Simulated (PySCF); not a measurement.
Molecule: `C=C(C)[SiH]1C[SiH2]C1`, C₅H₁₂Si₂.

Geometry (Å), atoms numbered from 1 in this order:
```xyz
19

C    -1.9376    1.8963   -0.7934
C    -1.2419    0.8059   -0.5039
C    -1.7709   -0.5600   -0.8191
Si    0.4591    0.8858    0.3110
C     0.6723   -0.3743    1.7484
Si    1.8307   -1.4816    0.6961
C     1.7916   -0.1164   -0.6487
H    -1.5680    2.8824   -0.5680
H    -2.9076    1.8542   -1.2678
H    -1.0585   -1.1077   -1.4343
H    -1.9109   -1.1278    0.1001
H    -2.7233   -0.5069   -1.3446
H     0.8142    2.2755    0.6270
H    -0.2368   -0.8475    2.1095
H     1.1631    0.0511    2.6199
H     1.2146   -2.7432    0.2741
H     3.1468   -1.7481    1.2805
H     2.7353    0.4135   -0.7458
H     1.5179   -0.4418   -1.6486
```

Frames of a GFN2-xTB Langevin trajectory at 400 K; GIAO PBE0/pcSseg-1 shieldings in PySCF 2.14, gas phase, non-relativistic; equivalent atoms averaged within each frame.

Referencing at the same level of theory: 13C (σref 186.93), 29Si (σref 349.16), 1H (σref 31.72) against TMS. The references are static minima.

**Question.** How do the shifts (ppm) fluctuate along the trajectory?

**Answer.** 
```tsv
time (fs)	C2	C1	C3	C5/C7	Si4	Si6	H8	H13	H9	H17
optimised geometry	154.0	133.9	25.2	-1.5	-3.4	-36.8	5.75	5.27	6.00	4.91
250	165.7	133.9	21.6	5.1	5.9	-37.4	6.68	5.94	5.74	5.45
425	156.0	143.5	31.6	4.9	-19.7	-42.3	5.52	4.52	6.56	4.54
625	151.2	141.9	22.8	2.2	-14.2	-45.6	6.63	4.81	6.40	5.27
800	160.6	142.6	24.8	-0.8	-6.8	-41.9	6.58	4.58	6.44	4.95
1000	160.9	140.5	34.5	4.5	-13.8	-37.3	6.27	5.34	6.77	5.29
mean of frames	158.9	140.5	27.1	3.2	-9.7	-40.9	6.34	5.04	6.38	5.10
standard deviation	5.5	3.8	5.7	2.5	9.9	3.6	0.49	0.60	0.39	0.36
```

5 frames give an uncertainty of the mean of about the standard deviation over 2.2 at best, since frames this close in time may not be independent; classical motion lacks zero-point vibration, and the reference would need the same averaging.
